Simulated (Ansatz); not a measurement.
| atom | x (Å) | y (Å) | z (Å) |
| --- | --- | --- | --- |
| Ti | 0.0000 | 0.0000 | 0.0000 |
| Cl | 1.2441 | 1.2441 | 1.2441 |
| Cl | 1.2441 | -1.2441 | -1.2441 |
| Cl | -1.2441 | 1.2441 | -1.2441 |
| Cl | -1.2441 | -1.2441 | 1.2441 |

Basis set: cc-pVTZ (spherical functions). Frozen core: 25 orbitals. Charge 0, multiplicity 1.

Computed with Ansatz (development build ahead of 0.2.0); each method stands on the lowest determinant of its kind that the runs found. Restricted open shells among the atoms or ions are ROHF, correlated in semicanonical orbitals with singles.

Give the atomization energy at this shape (free ground-state atoms in the same class of orbitals less the molecule, no zero-point energy) of singlet TiCl₄ by RHF-MP2, RHF.

| method | atomization energy |
| --- | --- |
| RHF-MP2 | 18.40 eV |
| RHF | 11.84 eV |

Caution: no unrestricted run beside it, a lower state can exist; other spin multiplicities were not run.
